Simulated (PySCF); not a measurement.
Compound: C7H12F (doublet state).
Z-matrix (Å and degrees, GFN2-xTB geometry), rows numbered from 1:
```
C 
C   1  1.5352
C   2  1.5358  1  111.35
C   2  1.4608  1  111.03  3  -123.94
C   4  1.2927  2  145.63  1    65.28
C   5  1.5267  4  127.02  2    -1.11
C   6  1.5213  5  111.20  4   106.15
F   6  1.3847  5  108.47  4  -134.22
H   1  1.0870  2  110.58  3    59.90
H   1  1.0869  2  110.49  3   179.85
H   1  1.0880  2  109.99  3   -60.08
H   2  1.1001  1  107.56  3   117.56
H   3  1.0874  2  110.47  1   -60.09
H   3  1.0873  2  110.33  1   179.86
H   3  1.0879  2  110.01  1    59.92
H   5  1.0849  4  121.25  2   178.74
H   6  1.0959  5  111.00  4   -18.40
H   7  1.0883  6  109.97  5   176.82
H   7  1.0876  6  109.98  5    57.07
H   7  1.0863  6  109.62  5   -62.91
```

The hyperfine couplings belong to this conformer and change with its torsions.

Identity: `CC(C)/[C]=C\[C@@H](C)F` [radical].

Computed with UKS B3LYP, pcH-1 on C F H, non-relativistic, mean-field spin-orbit, GIAO in PySCF. One conformer (not necessarily the lowest) at the GFN2-xTB geometry, without solvent, vibrations or thermal averaging. The geometry wasn't refined by DFT: couplings that depend on bond lengths, twists or pyramidal angles can differ widely from those at the functional's own minimum. Stability of the SCF solution: not tested.

Task: Where do the isotropic ENDOR lines of F8, H16, H12, H17, H18/H19/H20, H13/H14/H15 and H9/H10/H11 fall at 345.4 mT, to first order?

Result: ν± = |νn ± a/2|, one line for each electron-spin manifold; νn = |g_N| × 7.62259 MHz/T × B.

| nuclei | isotope | g_N | νn (MHz) | a_iso (MHz) | lower line (MHz) | upper line (MHz) |
| --- | --- | --- | --- | --- | --- | --- |
| F8 | 19F | 5.2577 | 13.84 | 1.71 | 12.99 | 14.70 |
| H16 | 1H | 5.5857 | 14.71 | 124.54 | 47.56 | 76.98 |
| H12 | 1H | 5.5857 | 14.71 | 96.57 | 33.58 | 62.99 |
| H17 | 1H | 5.5857 | 14.71 | -7.61 | 10.90 | 18.51 |
| H18/H19/H20 | 1H | 5.5857 | 14.71 | 1.04 | 14.19 | 15.23 |
| H13/H14/H15 | 1H | 5.5857 | 14.71 | 0.94 | 14.23 | 15.18 |
| H9/H10/H11 | 1H | 5.5857 | 14.71 | 0.69 | 14.36 | 15.05 |

Task: Which pairs are centred on the nuclear Larmor frequency, and which on half the coupling?

Result: Centred on νn, since |a| < 2νn: F8, H17, H18/H19/H20, H13/H14/H15 and H9/H10/H11. Centred on |a|/2 and split by 2νn: H16 and H12.

Means are taken over nuclei equivalent by connectivity, which assumes that they swap fast. The three 1H nuclei of mean +0.9 MHz run from -2.3 to 6.4 MHz in the frozen geometry. The three 1H nuclei of mean +0.7 MHz run from -2.2 to 5.5 MHz in the frozen geometry.
